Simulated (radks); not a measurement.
The boron anion B- inside a hard spherical wall (all orbitals vanish at R), configuration held at [He] 2s2 2p2 and not refilled when levels cross. Method: non-relativistic Kohn-Sham, PBEsol, spin-polarised, spherical densities, point nucleus; open shells are filled with parallel spins first; computed with a radial shooting solver on a logarithmic mesh with Libxc functionals. Eigenvalues in eV for spin up, with the zero of energy where the potential of the charges vanishes at infinity; a dash marks a level that is unbound or too diffuse for the functional's potential to be trusted. A positive occupied level is held by the wall or, in an anion where self-interaction has pushed it up, behind a barrier. The pressure on the wall is -dE/dV.

R (bohr)  E (hartree)  kinetic (hartree)    e(1s)   e(2s)   e(2p)  e(3s, empty)  e(3p, empty)  pressure (GPa)
20          -24.49821             24.381  -172.73  -3.837   1.558         1.829         2.130         0.00185
12          -24.49327             24.385  -171.90  -3.115   2.204         3.491         4.509          0.0236
8           -24.47720             24.428  -170.53  -2.150   3.206         6.775         8.819           0.364
7           -24.46283             24.474  -169.69  -1.618   3.815         8.875        11.284           0.968
5           -24.35331             24.835  -165.46   0.949   6.867        19.343        22.270            11.6
4           -24.12886             25.494  -159.85   4.616  11.120        33.921        36.176            55.2
3.5         -23.86837             26.179  -155.02   8.179  15.066        47.676        48.630             134
3           -23.36817             27.371  -147.87  14.284  21.463        70.513        68.472             361
2.5         -22.33761             29.594  -137.00  25.730  32.534        111.39        102.40            1110
1.5         -13.59845             45.491  -89.499  114.35  101.05        383.06        309.55           22300
